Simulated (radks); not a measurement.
Values are calculated unless marked as measured or tabulated.
Species: Nb IV. Configuration: [Ar] 3d10 4s1 4p6 4d2 5d1 (not the ground configuration).

Code: a radial shooting solver on a logarithmic mesh with Libxc functionals. Model: scalar-relativistic Kohn-Sham, XLYP, spin-unpolarised, spherical densities, finite nucleus; Fermi nuclear charge, rms radius 4.324 fm.

Energy parts (hartree):
part                       energy
total                 -3815.90935
kinetic                3929.14545
electron-nucleus      -9134.52477
Hartree                1507.66608
exchange-correlation   -118.19610

Orbitals (lengths in bohr, moments of r in powers of bohr):
orbital  occ.  eigenvalue (hartree)     <r^2>      <r>
1s          2             -693.0313  0.001757  0.03609
2s          2             -98.32752   0.02944   0.1580
2p          6             -87.98246   0.02317   0.1377
3s          2             -17.72464    0.2250   0.4431
3p          6             -14.34301    0.2311   0.4455
3d         10              -8.81317    0.2252   0.4323
4s          1              -3.61557     1.439    1.128
4p          6              -2.69972     1.756    1.242
4d          2              -1.38829     2.989    1.602
5s          0              -1.09426     7.903    2.659
5p          0              -0.86301     10.40    3.048
5d          1              -0.54842     18.82    4.087

The highest occupied level is 5d at -14.923 eV. The configuration is held as typed, so some empty levels lie below it. The electron density at the nucleus is 8.401e+04 e/bohr^3 (large components only). Summed over all electrons, <r^2> = 41.06 bohr^2, which gives a Langevin (diamagnetic) susceptibility term of -32.5 x 10^-6 cm^3/mol.
